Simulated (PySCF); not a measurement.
Coordinates in bohr (charge 1 multiplicity 1):
```
Sn    0.0000    0.0000    0.0000
I     4.9258   -0.0001    0.0000
I    -2.4628    4.2659    0.0000
I    -2.4630   -4.2658    0.0000
```

All numbers come from PySCF, PBE0, basis Sn def2-SVP with ECP28, I def2-SVP with ECP28 (scalar-relativistic core potentials, no spin–orbit coupling, density fitting).

This geometry of [SnI3]+ is a stationary point at this level.

**Question.** What is the point group?

**Answer.** D3h.

**Question.** Is it a minimum?

**Answer.** Yes: all harmonic wavenumbers are real, though the softest, 54 cm⁻¹, leaves little margin.

**Question.** Which band is strongest in the infrared?

**Answer.** 260 cm⁻¹ (e'), 64 km/mol.

**Question.** What are the dipole moment and the gap between the highest occupied and lowest empty levels?

**Answer.** 0.00 D about the centre of mass and 3.80 eV.

**Question.** Give the atomic charges and bond orders.

**Answer.** 
```tsv
atom	Mulliken	Löwdin	polar tensor	Mayer order to Sn1
Sn1	0.60	0.22	1.48	–
I2,3,4	0.13	0.26	-0.16	1.25
```

Other isomers or separated fragments may lie lower.
